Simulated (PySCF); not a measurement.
A side-by-side comparison of computed properties.

First species: C₅H₁₂OSi.
SMILES: `O[SiH2]C1CCCC1`

Second species: (CH3CH2)3CF, C7H15F.
SMILES: `CCC(F)(CC)CC`

Levels: PBE0/def2-SVPD for HOMO energy, LUMO energy, HOMO–LUMO gap and static isotropic polarisability; TDDFT PBE0/def2-SVPD for lowest singlet excitation. Geometries: PBE0-D3(BJ)/def2-SVP. All species are isolated and taken at one optimised geometry, non-relativistic unless stated. Electronic properties by PySCF.

The conformers computed, where there is a choice (atom-mapped SMILES and torsion angles):
- `[CH3:1][CH2:2][C:3]([F:4])([CH2:5][CH3:6])[CH2:7][CH3:8]`: C1–C2–C3–F4 -60°, C2–C3–C5–C6 176°, C2–C3–C7–C8 64°

The conformers of `O[SiH2]C1CCCC1` aren't listed.

```tsv
property	column X	column Y
HOMO energy	-7.81 eV	-8.64 eV
LUMO energy	0.13 eV	0.59 eV
HOMO–LUMO gap	7.94 eV	9.23 eV
lowest singlet excitation	6.67 eV	8.18 eV
static isotropic polarisability	87.4 au	86.7 au
```

**Question.** Which column belongs to which species?

**Answer.** Column X is the first species and column Y the second. The first has 19 atoms and 64 electrons, the second 23 and 66.

**Question.** How does each property change from the first species to the second?

**Answer.** HOMO energy -0.83 eV; LUMO energy +0.46 eV; HOMO–LUMO gap +1.29 eV; lowest singlet excitation +1.51 eV; static isotropic polarisability -0.7 au.

On the first: In wavenumbers S1 is 53800 cm⁻¹ (1 eV = 8065.54 cm⁻¹). No computed singlet falls in the visible range (750 to 380 nm, 1.65 to 3.26 eV); S1 lies 3.41 eV above its blue end.

On the second: The polarisability is 12.84 Å³ as a volume (1 au = 0.148185 Å³), or 1.31 au for each of the 66 electrons. The 10 singlets span 8.18 to 9.22 eV, and their oscillator strengths add up to 0.07.
